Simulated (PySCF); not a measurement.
silylphosphine cation (H5PSi), SMILES [SiH3]P (connectivity only; charge and spin as stated), charge +1, multiplicity 2. Atoms are numbered in the order given.

```xyz
7

Si    -1.1775    -0.0131     0.0000
P      1.1460     0.0708     0.0000
H     -1.5020     0.6850     1.2505
H     -1.5020     0.6850    -1.2505
H     -1.4055    -1.4703     0.0000
H      1.8520    -0.3893     1.1241
H      1.8520    -0.3893    -1.1241
```
Charge +1, spin multiplicity 2.

The structure is a stationary point at B3LYP-D3(BJ)/def2-TZVP. The spin state was assumed, not searched.

The numbers are results of PySCF with PBE0/def2-TZVPD, not measurements.

Mulliken values depend strongly on the basis, most of all with diffuse functions as here. Atomic charges (e):

| atom | Mulliken | meta-Löwdin | Mulliken spin |
|---|---|---|---|
| Si1 | 0.13 | 0.47 | -0.01 |
| P2 | 0.02 | 0.35 | 1.02 |
| H3 | 0.10 | -0.01 | 0.00 |
| H4 | 0.10 | -0.01 | 0.00 |
| H5 | 0.10 | -0.01 | 0.04 |
| H6 | 0.27 | 0.11 | -0.02 |
| H7 | 0.27 | 0.11 | -0.02 |
